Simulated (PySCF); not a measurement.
## C₆ coefficients of unlike pairs at PBE0

Calculated with PySCF 2.14 from the dipole response of each species, C₆(A,B) = (3/π) ∫ α_A(iu) α_B(iu) du, in atomic units, from isotropic polarisabilities. For ions this is the dispersion term alone; charge-induced terms of lower order in 1/R come first.

| species | configuration | basis | relativity | α (bohr³) | C₆ (like pair) |
| --- | --- | --- | --- | --- | --- |
| Nb | [Kr] 4d4 5s1 (6D) | aug-cc-pwCVTZ-DK (11s10p8d4f3g) | spin-free X2C | 96.54 | 1089 |
| Nb²⁺ | [Kr] 4d3 (4F) | aug-cc-pVTZ-PP with ECP28MDF (6s6p5d3f2g) | core potential | 11.21 | 58.22 |
| Xe³⁺ | [Kr] 4d10 5s2 5p3 (4S) | x2c-QZVPPall with one added diffuse shell each of s, p, d, f type (14s10p8d5f1g) | spin-free X2C | 9.456 | 56.32 |
| F⁺ | [He] 2s2 2p4 (3P) | dyall-av3z (15s9p3d2f) | none | 1.804 | 3.361 |

Problem. Estimate C₆ for Nb²⁺ with Nb.

Solution. The integral gives 214.7. The combination rule 2 C_A C_B / (C_A α_B/α_A + C_B α_A/α_B) gives 202.1 and the geometric mean 251.9.

No spin-orbit coupling is included.

The other pairs:

```
      pair     C₆
  Xe³⁺, Nb  199.3
    F⁺, Nb  42.43
  F⁺, Xe³⁺  13.44
Xe³⁺, Nb²⁺  56.98
  F⁺, Nb²⁺  13.40
```
